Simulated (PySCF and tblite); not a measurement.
The numbers below are computed, except where a source is named.
System: CH₆OSSi, numbered as in [CH3:1][S@:2](=[O:3])[SiH3:4].

For the pyramidal inversion at S2: electronic barrier 26.91 kcal/mol, zero-point change -0.79 kcal/mol, thermal and entropy terms at 350 K a further 0.09 kcal/mol (symmetry numbers apart). The minimum is C1, the saddle Cs. Level: PBE0/pcSseg-1 + D3(BJ) on PBE0-D3(BJ)/def2-SVP stationary points, with GFN2-xTB thermal terms. Rate constants are transition-state-theory values, counting equivalent paths, without tunnelling. Programs: tblite and PySCF.

(1) How many equivalent paths lead out of the minimum?

(2) Work out the rate at 350 K.

Answers

(1) 1: the symmetry number of the minimum is 1, that of the saddle displaced along its mode 1.

(2) ΔG‡ = 26.21 kcal/mol; k_B T/h = 7.3×10¹² s⁻¹; exp(−ΔG‡/RT) = 4.3×10⁻¹⁷; times 1 gives k = 0.00031 s⁻¹. Wigner's tunnelling factor for the 527i cm⁻¹ mode would be 1.20.
